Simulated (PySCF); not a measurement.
Species: 1,6-naphthyridine, C₈H₆N₂.
Z-matrix (Å and degrees, PBE0-D3(BJ)/def2-SVP geometry), rows numbered from 1:
```
C 
C   1  1.4185
N   2  1.3103  1  124.48
C   3  1.3562  2  117.66  1     0.07
C   4  1.4156  3  120.25  2   179.95
C   5  1.3756  4  119.02  3   179.99
N   6  1.3536  5  123.95  4    -0.08
C   7  1.3085  6  118.07  5     0.08
C   8  1.4203  7  123.79  6    -0.04
C   1  1.3732  2  118.63  3    -0.04
H   1  1.0917  2  119.82  3  -179.97
H   2  1.0973  1  119.06  3   179.97
H   5  1.0911  4  118.85  3    -0.04
H   6  1.0951  5  120.30  4   179.97
H   8  1.0985  7  117.35  6  -179.99
H  10  1.0937  1  121.56  2  -179.98
```

All values: PBE0/def2-SVPD (PySCF, non-relativistic), on one gas-phase PBE0-D3(BJ)/def2-SVP geometry that isn't relaxed in the solvent. The solvent is an IEF-PCM continuum (cavity from Bondi-type radii × 1.2). Specific hydrogen bonds and non-electrostatic terms are outside this model.

Gas phase at PBE0/def2-SVPD: HOMO -7.29 eV, LUMO -2.05 eV, dipole 2.52 D.

Task: What does the continuum do to the energy, the frontier levels and the dipole at PBE0/def2-SVPD in chloroform and tetrahydrofuran?

Result: 
| solvent | ε | E(solvent) − E(gas) (kcal/mol) | polarisation term (kcal/mol) | distortion of the solute (kcal/mol) | HOMO (eV) | LUMO (eV) | dipole (D) |
| --- | --- | --- | --- | --- | --- | --- | --- |
| chloroform | 4.711 | -4.86 | -5.61 | 0.75 | -7.26 | -2.01 | 3.38 |
| tetrahydrofuran | 7.426 | -5.64 | -6.67 | 1.03 | -7.26 | -2.01 | 3.53 |

The polarisation term is half the interaction of the solute with the surface charges that it induces; the rest is the cost of distorting the solute's density. The sum is the electrostatic part of solvation alone. From chloroform to tetrahydrofuran the lowering changes by a factor 1.16, Onsager's factor (ε − 1)/(2ε + 1) by 1.14 and ε itself by 1.6.

Task: Which radius a makes the point-dipole formula ΔE = −[(ε − 1)/(2ε + 1)]·μ²/a³ give the value in tetrahydrofuran, with the gas-phase dipole?

Result: μ = 0.991 au and |ΔE| = 0.00899 Eh give a = 1.87 Å; the farthest nucleus lies 3.67 Å from the centroid of the nuclei, so such a sphere wouldn't even hold the nuclei. The formula assumes a rigid point dipole at the centre of a sphere.

Task: How does the static polarisability (PBE0/def2-SVPD, frozen core, with the continuum's full static response) change?

Result: 
```tsv
medium	isotropic (au)	principal values (au)	⟨r²⟩ of the electrons (bohr²)
gas	104.8	55.5, 109.4, 149.5	1217.6
chloroform	136.9	68.9, 144.6, 197.1	1216.8
tetrahydrofuran	142.6	71.9, 151.0, 204.9	1216.6
```

The isotropic value in tetrahydrofuran is 1.36 times the gas-phase one; no cavity-field correction is applied. ⟨r²⟩ is taken about the centre of nuclear charge.
